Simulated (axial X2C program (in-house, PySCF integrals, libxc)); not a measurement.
**PmF²⁺: the levels of the configuration f4 s0 d(πδ)0**

Computed with an in-house all-electron X2C program for linear molecules (integrals from PySCF): two-component X2C with atomic mean-field Coulomb and Gaunt terms, basis Pm dyall-v4z, F dyall-v4z (cores contracted in-house). Orbitals come from Hartree–Fock averaged over the configuration Pm f4 s0 d(πδ)0; CI then distributes these electrons over the f, s, d(πδ) shells of Pm.

R = 1.887 Å (near the minimum of the configuration average).

Active spinors (ω > 0):

```json
{"shell": "f", "ω": "5/2", "ε (eV)": "-12.80", "character": "100% Pm f"}
{"shell": "f", "ω": "3/2", "ε (eV)": "-12.72", "character": "100% Pm f"}
{"shell": "f", "ω": "1/2", "ε (eV)": "-12.62", "character": "98% Pm f"}
{"shell": "f", "ω": "7/2", "ε (eV)": "-12.43", "character": "100% Pm f"}
{"shell": "f", "ω": "5/2", "ε (eV)": "-12.37", "character": "100% Pm f"}
{"shell": "f", "ω": "3/2", "ε (eV)": "-12.28", "character": "99% Pm f"}
{"shell": "f", "ω": "1/2", "ε (eV)": "-12.23", "character": "98% Pm f"}
{"shell": "s", "ω": "1/2", "ε (eV)": "-11.05", "character": "82% Pm s, 12% Pm d, 4% Pm p"}
{"shell": "d(πδ)", "ω": "3/2", "ε (eV)": "-10.65", "character": "100% Pm d"}
{"shell": "d(πδ)", "ω": "5/2", "ε (eV)": "-10.54", "character": "100% Pm d"}
{"shell": "d(πδ)", "ω": "1/2", "ε (eV)": "-9.64", "character": "74% Pm d, 19% Pm p, 3% F p"}
{"shell": "d(πδ)", "ω": "3/2", "ε (eV)": "-9.52", "character": "76% Pm d, 16% Pm p, 4% F p"}
```

Lowest levels of this model:

| Ω | energy (cm⁻¹) | g∥ | configuration |
| --- | --- | --- | --- |
| 0 | 0 | 0.00 | 100% f4 |
| 3 | 45 | 3.48 | 100% f4 |
| 1 | 57 | 1.48 | 100% f4 |
| 2 | 110 | 2.45 | 100% f4 |
| 4 | 529 | 5.73 | 100% f4 |
| 2 | 1454 | 3.69 | 100% f4 |
| 1 | 1497 | 1.71 | 100% f4 |
| 0 | 1511 | 0.00 | 100% f4 |
| 3 | 1513 | 5.52 | 100% f4 |
| 4 | 1814 | 6.54 | 100% f4 |
| 5 | 1878 | 9.76 | 100% f4 |
| 2 | 3071 | 4.33 | 100% f4 |
| 3 | 3072 | 6.48 | 100% f4 |
| 1 | 3100 | 2.12 | 100% f4 |
| 0 | 3116 | 0.00 | 100% f4 |
| 4 | 3191 | 8.29 | 100% f4 |
| 5 | 3451 | 10.25 | 100% f4 |
| 6 | 3489 | 13.50 | 100% f4 |
| 0 | 4818 | 0.00 | 100% f4 |
| 1 | 4820 | 2.32 | 100% f4 |
| 2 | 4823 | 4.71 | 100% f4 |
| 3 | 4827 | 7.11 | 100% f4 |
| 4 | 4846 | 9.41 | 100% f4 |
| 5 | 4935 | 11.41 | 100% f4 |
| 6 | 5162 | 13.69 | 100% f4 |
| 7 | 5325 | 17.00 | 100% f4 |
| 0 | 6574 | 0.00 | 100% f4 |
| 6 | 6663 | 14.76 | 100% f4 |
| 5 | 6694 | 12.55 | 100% f4 |
| 7 | 6907 | 16.94 | 100% f4 |

g∥ is the magnitude of 2⟨Lz + ge Sz⟩ for the +Ω component.

This point took 3.2 s on 1 thread of AMD EPYC 7R43 64-Core Processor (Zen 3) (shared host).

There is no dynamic correlation: spin–orbit spacings and, for f shells, spacings inside one term are the most reliable numbers, splittings between terms come out too wide, and energies between configurations are not reliable, so the lowest level need not be the ground state of the molecule. At most 4 roots were kept for each Ω > 0 (twice that for Ω = 0) within 2.2 eV of the lowest, so higher up levels can be missing between those listed; levels with Ω > 0 are doubly degenerate and listed once, Ω = 0 levels singly. States that fill the shells left empty in the average are placed too high.
